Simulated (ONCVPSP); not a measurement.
## Before and after: ONCV potential for Ag

- Element: Ag
- Generator: ONCVPSP 4.0.1
- Type: optimised norm-conserving Vanderbilt (ONCV)
- Functional: PBE
- Relativity: scalar-relativistic
- Frozen core: [Ar] 3d10
- Valence charge: 19
- Reference configuration: 4s2 4p6 4d10 (charge +1)
- Partial waves: 4s: rc 1.55 bohr, ncon 4, nbas 8, qcut 9 1/bohr, 2 projectors, debl 1.8 Ha; 4p: rc 1.05 bohr, ncon 4, nbas 7, qcut 7.4 1/bohr, 1 projector; 4d: rc 1.05 bohr, ncon 4, nbas 8, qcut 14.9 1/bohr, local
- Local potential: the d channel
- Core correction: Teter function fitted to the true core (icmod 2), fcfact 0.65

In the s channel the program set the typed energies aside and used -3.795, 0.250 Ha.

All-electron outer shells of the reference configuration (PBE, scalar-relativistic, ld1.x):

```tsv
shell	level (eV)	outermost node (bohr)	outermost maximum (bohr)
4s	-103.28	0.44	0.82
4p	-66.82	0.44	0.88
4d	-15.64	0.43	1.04
```

Change: s: qcut 10.4; p: qcut 8.6; d: qcut 17.3.

Cutoffs: the cutoffs (Ha) at which the residual kinetic energy of the hardest occupied pseudo-wave falls to 1 and 0.1 mHa per electron; they do not see the model core or the augmentation charge, which bear on the density cutoff. Errors are all-electron minus pseudo energies relative to the spin-unpolarised reference configuration.

Q: How do hardness, ghosts and transferability respond?

A: The potential gets softer (114 Ha and 137 Ha → 71 Ha and 128 Ha); of the 4 tests that both files solve, the error grows in 2 and shrinks in 0 by more than 15 % and 0.3 meV (median size 1.3 → 1.7 meV); neither file shows a bound ghost.

| quantity | base | changed |
| --- | --- | --- |
| cutoff, loose | 114 Ha | 71 Ha |
| cutoff, tight | 137 Ha | 128 Ha |
| loose cutoff by channel | s 26 Ha, p 114 Ha, d 47 Ha | s 31 Ha, p 71 Ha, d 70 Ha |
| bound ghosts | none | none |
| GHOST(+) flags under 300 eV | s at 261.6 eV | s at 244.0 eV |
| error for 4s2 4p6 4d10 5s1, meV [ΔE -7.76 eV] | +1.2 | +1.4 |
| error for 4s2 4p6 4d9, meV [ΔE 22.11 eV] | +0.2 | +0.4 |
| error for 4s2 4p6 4d8, meV [ΔE 58.31 eV] | +4.1 | +5.0 |
| error for 4s2 4p6 4d9 5s1, meV [ΔE 5.39 eV] | +1.3 | +2.1 |
| s: phases at 1.57 bohr within 0.05 rad from the reference energy up to (Ha; the scan ends near 5) | to the end of the scan | to the end of the scan |
| p: phases at 1.07 bohr within 0.05 rad from the reference energy up to (Ha; the scan ends near 5) | to the end of the scan | to the end of the scan |
| d: phases at 1.07 bohr within 0.05 rad from the reference energy up to (Ha; the scan ends near 5) | to the end of the scan | to the end of the scan |
| rms error of d²Exc/dni dnj with the model core, mHa | 1.56 | 1.09 |
